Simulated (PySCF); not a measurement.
First SCF of a structure search on singlet MoO(OH)2, at a hand-made PBE minimum (heavy-atom frame) geometry. PySCF input:

```python
from pyscf import gto, scf, dft
mol = gto.M(atom='''
Mo     0.000980    -0.007850    -0.000000
O      0.000000    -1.683200    -0.000000
O      1.656290     0.846630     0.000000
O     -1.691500     0.748850     0.000000
H      2.577230     0.528750    -0.000000
H     -2.113250     1.625960    -0.000000''',
    basis={'Mo': 'def2-SVP', 'O': 'def2-SVP', 'H': 'def2-SVP'},
    ecp={'Mo': 'def2-SVP'},
    charge=0, spin=0)
mf = dft.RKS(mol, xc='PBE')
mf.grids.atom_grid = (50, 194)
aux = {'Mo': 'def2-universal-JKFIT', 'O': 'def2-universal-JKFIT', 'H': 'def2-universal-JKFIT'}
mf = mf.density_fit(auxbasis=aux)
mf.conv_tol = 1e-08
mf.diis_space = 10
mf.max_cycle = 60
mf.init_guess = 'minao'
mf.verbose = 4
mf.kernel()
```

Excerpt of the output (cycles and frontier levels):

```
init E= -287.435715523538
  HOMO = -0.401143414964455  LUMO = -0.388536367904235  gap/eV = 0.34306
cycle= 1 E= -294.318672450222  delta_E= -6.88  |g|= 1.54  |ddm|= 3.54
  HOMO = -0.0808621872406761  LUMO = -0.0596559411898241  gap/eV = 0.57705
cycle= 2 E= -287.583562347226  delta_E= 6.74  |g|= 5.24  |ddm|= 4.37
  HOMO = -0.0618938899389825  LUMO = 0.0147058288469097  gap/eV = 2.08438
cycle= 3 E= -294.256606724327  delta_E= -6.67  |g|= 1.41  |ddm|=  4.5
  HOMO = -0.171051250825617  LUMO = -0.143169117650004  gap/eV = 0.75871
cycle= 4 E= -294.736137763552  delta_E= -0.48  |g|= 0.52  |ddm|= 2.01
  HOMO = -0.19542054756921  LUMO = -0.15680861126229  gap/eV = 1.05068
cycle= 5 E= -294.702662021141  delta_E= 0.0335  |g|= 0.595  |ddm|= 0.689
  HOMO = -0.163288865415826  LUMO = -0.1306492740534  gap/eV = 0.88817
cycle= 6 E= -294.780386284022  delta_E= -0.0777  |g|= 0.188  |ddm|= 0.531
  HOMO = -0.161097058959118  LUMO = -0.128096438396863  gap/eV = 0.89799
cycle= 7 E= -294.785033345382  delta_E= -0.00465  |g|= 0.113  |ddm|= 0.0748
  HOMO = -0.159005887879442  LUMO = -0.125920676246437  gap/eV = 0.90029
cycle= 8 E= -294.786789342212  delta_E= -0.00176  |g|= 0.0623  |ddm|= 0.058
  HOMO = -0.157761202409755  LUMO = -0.124506320778391  gap/eV = 0.90491
cycle= 9 E= -294.787538833713  delta_E= -0.000749  |g|= 0.0151  |ddm|= 0.0367
  HOMO = -0.157436369989213  LUMO = -0.124211245112072  gap/eV = 0.90410
cycle= 10 E= -294.78757841549  delta_E= -3.96e-05  |g|= 0.00447  |ddm|= 0.00751
  HOMO = -0.157391246235481  LUMO = -0.124117970049795  gap/eV = 0.90541
cycle= 11 E= -294.787582714229  delta_E= -4.3e-06  |g|= 0.00035  |ddm|= 0.00294
  HOMO = -0.157381978598661  LUMO = -0.124108062904295  gap/eV = 0.90543
cycle= 12 E= -294.787582737557  delta_E= -2.33e-08  |g|= 9.23e-05  |ddm|= 0.000304
  HOMO = -0.157381057395426  LUMO = -0.124107491260851  gap/eV = 0.90542
cycle= 13 E= -294.787582739249  delta_E= -1.69e-09  |g|= 1.51e-05  |ddm|= 5.94e-05
  HOMO = -0.157380969606354  LUMO = -0.124108278874033  gap/eV = 0.90540
Extra cycle  E= -294.787582738344  delta_E= 9.04e-10  |g|= 6.83e-05  |ddm|= 5.51e-05
converged SCF energy = -294.787582738344
```

No lower solution of this spin was found by a stability analysis within the restricted form, which does not test spin polarisation.

At the minimum of this search the closed-shell solution is unstable towards spin polarisation, so a lower open-shell solution exists.

The search for the lowest solution, with the stability check, took 9 s on 2 threads of a shared Arm Neoverse V1 host, with 83 basis functions; the process peaked at 0.36 GiB. Launch command: `OMP_NUM_THREADS=2 python axn.py task.json out`.
